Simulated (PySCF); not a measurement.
## Nitrogen: a sound run and one with changed settings

Sound run: N(2+) [He] 2s2 2p1, N(3+) [He] 2s2. All numbers are calculated (PySCF 2.14, the non-relativistic Hamiltonian (point nucleus), in def2-SVP (3s2p1d, 14 functions)). In the sound run the correlated levels freeze 1s2. The sound run starts from symmetry-adapted Hartree-Fock orbitals and uses a fine grid where one is needed.

Changed run: basis STO-3G. This setting is unsound on purpose.

```tsv
species	method	sound run (hartree)	changed run (hartree)	converged
N(2+)	UHF	-52.74178	-52.12682	yes
N(2+)	MN15	-52.83750	-51.97463	yes
N(2+)	BP86	-52.88030	-52.24171	yes
N(2+)	MP2	-52.78851	-52.14900	yes
N(2+)	CCSD(T)	-52.81814	-52.16878	yes
N(3+)	UHF	-50.99565	-50.37155	yes
N(3+)	MN15	-51.08132	-50.21274	yes
N(3+)	BP86	-51.10628	-50.45657	yes
N(3+)	MP2	-51.04245	-50.40619	yes
N(3+)	CCSD(T)	-51.08212	-50.43540	yes
```

Ionisation energy of N(2+):

```json
{"method": "UHF", "sound run (eV)": "47.514", "changed run (eV)": "47.763"}
{"method": "MN15", "sound run (eV)": "47.788", "changed run (eV)": "47.943"}
{"method": "BP86", "sound run (eV)": "48.274", "changed run (eV)": "48.576"}
{"method": "MP2", "sound run (eV)": "47.513", "changed run (eV)": "47.424"}
{"method": "SCS-MP2", "sound run (eV)": "47.457", "changed run (eV)": "47.357"}
{"method": "CCSD", "sound run (eV)": "47.223", "changed run (eV)": "47.168"}
{"method": "CCSD(T)", "sound run (eV)": "47.240", "changed run (eV)": "47.168"}
```

A minimal basis cannot let orbitals breathe on ionisation and holds almost no correlation.

For comparison, NIST gives 47.445 eV between the lowest levels.
